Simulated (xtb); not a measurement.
Cl3Nd (SMILES [Cl][Nd]([Cl])[Cl]), quartet, at a GFN2-xTB geometry (such geometries of metal compounds can be far from the true shape) (GFN-xTB holds the 4f electrons in the core, so unpaired electrons go into valence orbitals and the state isn't the physical one). Base run: GFN2-xTB (xtb).

The xtb input:
```
$ xtb mol.xyz --gfn 2 --uhf 3 --json

# file mol.xyz
4

Nd    -0.35618013     0.23437750    -0.20731271
Cl    -1.30404649    -2.04254620     0.29163682
Cl     1.11828840     2.20764700    -0.41528298
Cl     1.44286442    -0.99231549     0.85533809
```

Variants of this job, named by their change:

```json
[
 {"change": "base", "ΔE vs base (kJ/mol)": "0.00", "dipole (D)": "3.18", "G_solv (kcal/mol)": "-", "SCF cycles": "82"},
 {"change": "file = coord", "ΔE vs base (kJ/mol)": "0.00", "dipole (D)": "3.18", "G_solv (kcal/mol)": "-", "SCF cycles": "82"},
 {"change": "etemp = 10", "ΔE vs base (kJ/mol)": "1.39", "dipole (D)": "3.12", "G_solv (kcal/mol)": "-", "SCF cycles": "55"},
 {"change": "alpb = dmso", "ΔE vs base (kJ/mol)": "-8.86", "dipole (D)": "3.29", "G_solv (kcal/mol)": "-2.18", "SCF cycles": "41"},
 {"change": "etemp = 1000", "ΔE vs base (kJ/mol)": "-18.67", "dipole (D)": "3.33", "G_solv (kcal/mol)": "-", "SCF cycles": "75"},
 {"change": "acc = 0.0001", "ΔE vs base (kJ/mol)": "0.00", "dipole (D)": "3.18", "G_solv (kcal/mol)": "-", "SCF cycles": "103"},
 {"change": "alpb = chcl3", "ΔE vs base (kJ/mol)": "-11.28", "dipole (D)": "3.31", "G_solv (kcal/mol)": "-2.81", "SCF cycles": "40"},
 {"change": "acc = 1000", "ΔE vs base (kJ/mol)": "0.45", "dipole (D)": "3.23", "G_solv (kcal/mol)": "-", "SCF cycles": "52"},
 {"change": "acc = 0.1", "ΔE vs base (kJ/mol)": "0.00", "dipole (D)": "3.18", "G_solv (kcal/mol)": "-", "SCF cycles": "86"}
]
```

ALPB and GBSA are two models with their own fitted parameters for each solvent, which aren't always the measured dielectric constant.
